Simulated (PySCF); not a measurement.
Molecule: `InChI=1S/C2H5BS2/c1-2-5-3-4-1/h3H,1-2H2`.

Bonds (- single, = double, # triple, : aromatic): B1-S2, S2-C3, C3-C4, C4-S5, S5-B1. B1 carries H6; C3 carries H7, H8; C4 carries H9, H10.

Frames of a GFN2-xTB Langevin trajectory at 300 K; GIAO PBE0/pcSseg-1 shieldings in PySCF, gas phase, non-relativistic; equivalent atoms averaged within each frame.

References, each an isolated molecule treated in the same way: $^{11}$B (σ = 100.07 ppm) against BF3·OEt2; $^{33}$S (σ = 503.73 ppm) against CS2; TMS for $^{13}$C (σ = 186.93 ppm) and $^{1}$H (σ = 31.72 ppm). The references are static minima.

Q: How do the shifts (ppm) fluctuate along the trajectory?

A: 
```csv
time (fs),B1,S2/S5,C3/C4,H6,H7/H8/H9/H10
optimised geometry,58.1,101,43.3,6.63,3.20
250,60.7,66,44.2,6.51,2.92
425,57.1,112,45.5,6.89,3.12
625,63.1,117,44.9,6.45,3.46
800,59.8,66,33.8,7.19,3.00
1000,56.3,93,40.8,7.12,3.23
mean of frames,59.4,91,41.8,6.83,3.15
standard deviation,2.7,24,4.8,0.34,0.21
```

5 frames give an uncertainty of the mean of about the standard deviation over 2.2 at best, since frames this close in time may not be independent; classical motion lacks zero-point vibration, and the reference would need the same averaging.
